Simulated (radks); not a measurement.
The numbers below are computed, except where a source is named.
Problem. Radial electron density D(r) = 4 pi r^2 rho(r) of an atom or ion with 57 electrons. Level of theory: scalar-relativistic Kohn-Sham, r2SCAN, spin-polarised, spherical densities, finite nucleus; meta-GGA in the generalised Kohn-Sham scheme; Fermi nuclear charge, rms radius of each element as measured or else 0.836 A^(1/3) + 0.57 fm (a radial shooting solver on a logarithmic mesh with Libxc functionals).

r (bohr),D(r) (e/bohr),spin D(r)
0.001123,3.852,0.000378
0.00151,6.262,0.000611
0.002047,10.14,0.000982
0.002752,15.86,0.00152
0.0037,24.09,0.00227
0.004974,35.18,0.00323
0.006688,48.77,0.00427
0.009063,63.47,0.00510
0.01219,74.93,0.00509
0.01638,79.40,0.00375
0.02203,75.71,0.00132
0.02961,70.09,-0.000150
0.04014,74.78,0.00277
0.05396,92.69,0.00920
0.07255,104.8,0.00917
0.09754,92.52,-0.00167
0.1322,77.24,0.0139
0.1777,87.42,0.121
0.2389,84.80,0.374
0.3213,48.45,0.901
0.4319,34.39,1.72
0.5854,40.25,2.26
0.787,25.78,2.09
1.058,12.55,1.53
1.423,8.722,0.666
1.913,4.329,0.190
2.592,1.273,0.418
3.485,0.4640,0.400
4.686,0.1120,0.111
6.3,0.007789,0.00779
8.47,0.0001051,0.000105

What is the nuclear charge?

Solution. Z = 60. The innermost maximum, from 1s, lies near gamma/Z bohr with gamma = sqrt(1 - (Z/c)^2) = 0.899, here 0.015 bohr (found: 0.0164), and its height grows with Z. The density is that of the neodymium ion Nd3+ in [Xe] 4f2 6s1; the configuration itself is not fixed sharply by these data, and Z only to a few units. D(r) has 4 maxima, at r = 0.0164, 0.0731, 0.205, 0.562 bohr, and minima at 0.0316, 0.134, 0.412 bohr, inside which lie 1.95, 11.13, 29.08 electrons.
